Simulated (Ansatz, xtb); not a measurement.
## CH2SiSn: where a starting geometry ends

The starting geometry of this gas-phase singlet was built from a drawn formula by distance geometry and a force field; its bonds are those of `[Si]=[C]=[SnH2]`.

```tsv
atom	x (Å)	y (Å)	z (Å)
C	-0.0989	1.4029	-2.1781
Si	-0.5112	2.6566	-1.2797
Sn	0.4740	-0.1264	-3.2228
H	-0.1509	-1.6713	-2.8673
H	1.6569	0.0591	-4.5123
```

Q: Predict what becomes of its bonds when it is optimised with r2SCAN-D4/def2-SVP.

A: It keeps its bonds, and is `[Si]=[C]=[SnH2]`.

The energy falls by 0.23 eV over 4 steps:

```json
{"step": "1", "E − E(last) (eV)": "0.230"}
{"step": "2", "E − E(last) (eV)": "0.050"}
{"step": "3", "E − E(last) (eV)": "0.002"}
{"step": "4", "E − E(last) (eV)": "0.000"}
```

Final geometry (Å):

```xyz
5

C    -0.1005    1.4437   -2.1595
Si   -0.5501    2.7612   -1.2136
Sn    0.4801   -0.1088   -3.2117
H    -0.0729   -1.7158   -2.9755
H     1.6132   -0.0595   -4.4996
```

From the same start GFN2-xTB ends elsewhere, differing in Si2–Sn3 (2.82 against 3.65 Å here).

No frequencies were run, so the end isn't proven a minimum. Atoms past krypton carry core potentials, without spin–orbit terms. Run with Ansatz 0.2.0, 15 s on 1 thread of Arm Neoverse N1, on a shared host.
